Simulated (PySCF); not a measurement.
CI3, SMILES [C+](I)(I)I, charge +1.

Geometry optimised at PBE0-D3(BJ)/def2-SVP. The def2 effective core potentials stand for the cores of I; spin–orbit coupling is left out.

These are B3LYP/def2-TZVP run with PySCF values and carry that method's errors.

Symmetry labels are those of the subgroup C2v that the program uses (full group D3h).

Computed valence orbital energies around the gap with their symmetry:
```
orbital  symmetry  energy (eV)
-------  --------  -----------
HOMO−7         A1       -16.60
HOMO−6         B1       -16.60
HOMO−5         B2       -15.23
HOMO−4         B1       -12.95
HOMO−3         A1       -12.95
HOMO−2         B2       -12.77
HOMO−1         A2       -12.77
HOMO           B1       -12.08
LUMO           B2        -9.10
LUMO+1         A1        -7.67
LUMO+2         A1        -5.44
LUMO+3         B1        -5.44
```
